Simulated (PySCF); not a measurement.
Compound: C₃H₅F₃S.
Atom-mapped SMILES: `[CH3:1][CH2:2][S:3][C:4]([F:5])([F:6])[F:7]` (hydrogens: H8, H9, H10 on C1; H11, H12 on C2)

Computed with core-valence-separated Tamm–Dancoff BHandHLYP/aug-pcX-1 (pcseg-1 on H, def2-SVPD on S) in PySCF, non-relativistic, gas phase, PBE0-D3(BJ)/def2-SVP geometry.

Computed fluorine K-edge spectrum, Gaussian lines of 0.4 eV full width, highest printed point 100; it ends one width below the last computed root. No empirical shift is added; at this level the pattern usually sits a few eV under experiment.

```tsv
photon energy (eV)	absorption
686.4	1
686.5	5
686.6	18
686.7	44
686.8	79
686.9	100
687.0	96
687.1	77
687.2	64
687.3	56
687.4	43
687.5	26
687.6	14
687.7	12
687.8	18
687.9	26
688.0	30
688.1	35
688.2	46
688.3	59
688.4	61
688.5	47
688.6	27
688.7	16
688.8	18
688.9	29
```

Question: Assign the maxima to core holes.

Answer: 2 maxima:
- 686.9 eV: F5/F7 (fluorine of a CF3 group), 686.91 eV, f = 0.058, sum of 2, 96 % of the height at the exact maximum
- 688.4 eV: F5/F7 (fluorine of a CF3 group), 688.36 eV, f = 0.030, sum of 2, 82 % of the height at the exact maximum; F6 (fluorine of a CF3 group), 688.41 eV, f = 0.006, 16 % of the height at the exact maximum

Further lines of some strength in the range: F6, 687.30 eV, f = 0.029; F6/F7, 687.95 eV, f = 0.012, sum of 2.

Roots within 0.03 eV on the same or equivalent atoms count as one line; shares under 12 % aren't listed.

Vibrational structure and lifetime widths aren't in the curve. The ionisation threshold wasn't computed; near and above it a finite basis only mimics Rydberg series and continuum.

Shape of the structure used: `[CH3:1][CH2:2][S:3][C:4]([F:5])([F:6])[F:7]`: C1–C2–S3–C4 179°, C2–S3–C4–F5 -59°.

One conformer stands for the species.
